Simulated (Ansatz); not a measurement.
Si7. The state is a triplet with charge 0. Geometry PBE-D4/def2-SVPD, that of the charge -1 doublet.

```xyz
7

Si   -0.176    0.309    1.090
Si    0.086   -1.433    2.567
Si    0.381    1.422   -1.042
Si    0.004   -1.008   -1.162
Si   -1.047   -2.054    0.597
Si    0.081    2.583    0.917
Si    0.671    0.181   -2.967
```

At PBE0-D4/def2-TZVPD a singlet of charge 0 lies 0.43 eV below the triplet at the same geometry. The structure comes from a short search, and lower isomers may exist.

Q: Estimate the α-spin orbital energies around the gap (eV) in Ansatz with PBE-D4/def2-TZVPD, r2SCAN-D4/def2-TZVPD, PBE0-D4/def2-TZVPD.

A: 
```
orbital  PBE-D4/def2-TZVPD  r2SCAN-D4/def2-TZVPD  PBE0-D4/def2-TZVPD
 HOMO−5              -6.68                 -6.90               -7.60
 HOMO−4              -6.53                 -6.78               -7.47
 HOMO−3              -6.10                 -6.28               -6.88
 HOMO−2              -5.66                 -5.98               -6.47
 HOMO−1              -5.42                 -5.59               -6.16
   HOMO              -4.62                 -4.86               -5.40
   LUMO              -3.70                 -3.72               -3.12
 LUMO+1              -2.81                 -2.75               -2.17
 LUMO+2              -2.61                 -2.53               -1.97
 LUMO+3              -2.58                 -2.48               -1.92
 LUMO+4              -2.43                 -2.31               -1.76
 LUMO+5              -1.94                 -1.71               -1.20
 β HOMO              -5.25                 -5.41               -5.95
 β LUMO              -5.00                 -4.89               -4.35
```
